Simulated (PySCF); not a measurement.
Gas-phase reaction: GeBr₂ + 2 GeF₃ → Br₂ + 3 GeF₂

Method: PySCF energies plus ideal-gas RRHO corrections (1 bar). † marks an energy on the PBE0/def2-TZVP geometry and frequencies; other levels use their own. MP2 and CCSD(T) freeze the core. 6-31G* has spherical d functions here. Open shells (unrestricted): GeF₃ (multiplicity 2); the rest are closed-shell singlets. B3LYP is the form with VWN-RPA correlation. Br, Ge: all electrons, no relativistic terms. GeF₃: computed as isolated molecules; such fragments, hydroxides, amides, oligomers or adducts are transient or little studied in the gas. MP2 isn't extrapolated to the basis-set limit; its ΔH°(298 K) is 77.9 kJ in def2-SVP and 66.0 kJ in def2-TZVPP. CCSD(T) isn't extrapolated to the basis-set limit; its ΔH°(298 K) is 37.1 kJ in def2-SVP and 39.0 kJ in def2-TZVPP. The harmonic model lacks anharmonicity and excited electronic states, which grow with temperature; levels with a mode under 35 cm⁻¹ are left out. Soft modes under 120 cm⁻¹ make the harmonic entropy rough for GeBr₂.

```
level              ΔE electronic, kJ  ΔH°(298 K), kJ  ΔS°(298 K), J/K  ΔG°(1600 K), kJ
-----------------  -----------------  --------------  ---------------  ---------------
B3LYP/6-31G*                       6               1              138             -205
CCSD(T)/def2-SVP†                 43              37              140             -172
MP2/def2-SVP†                     84              78              140             -131
PBE/def2-SVP                      31              26              137             -177
PBE/def2-TZVP†                    16              10              140             -199
```
ΔH° is lowest at B3LYP/6-31G* and highest at MP2/def2-SVP†. No reference value is set beside these.
